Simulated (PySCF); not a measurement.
Sn(H)3(OMe) (CH6OSn), SMILES C[O][SnH3]. The structure is a stationary point at B3LYP-D3(BJ)/def2-SVP. The def2 effective core potentials stand for the cores of Sn; spin–orbit coupling is left out.

These are B3LYP-D3(BJ)/def2-SVP run with PySCF 2.14.0 values and carry that method's errors.

Harmonic wavenumbers (cm⁻¹): 87, 134, 194, 495, 506, 553, 692, 692, 712, 1122, 1172, 1193, 1470, 1470, 1480, 1887, 1892, 1942, 2940, 2991, 3057. Rotational constants (GHz): 26.98, 3.035, 2.907; symmetry number 1.

Task: Work out the zero-point energy and the ideal-gas rigid-rotor harmonic-oscillator thermochemistry at 298.15 K and 1 atm.

Result: ZPE = ½ Σ hcν = ½ × 26682 cm⁻¹ = 38.14 kcal/mol. H − E(el) = 42.43 kcal/mol. Entropy in cal/(mol K): translation 40.98, rotation 24.72, vibration 11.78, total 77.47. G − E(el) = 19.33 kcal/mol. Cp = 20.79 cal/(mol K). Modes under 150 cm⁻¹ make the vibrational entropy uncertain.
